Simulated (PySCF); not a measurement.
Vertical excitations of a molecule C3H7ClOSi from PySCF with TDA-PBE/def2-SVPD, as energy in eV (oscillator strength): 5.45 (0.002), 5.70 (0.005), 6.02 (0.014), 6.10 (0.136), 6.23 (0.014), 6.35 (0.038), 6.42 (0.046), 6.78 (0.001), 6.81 (0.035), 6.92 (0.022). Lowest triplet (TDA): 3.97 eV. Coordinates come from a TPSSh-D3(BJ)/def2-SVP optimisation. Other conformers were not sampled.

Q: Identify the compound among the candidates.
A) C=C(Cl)[Si@@H](C)O
B) C/C=C/O[SiH2]Cl
C) C[C@H]1OC[Si@H]1Cl
D) O=C[SiH2]CCCl

A: A, C=C(Cl)[Si@@H](C)O
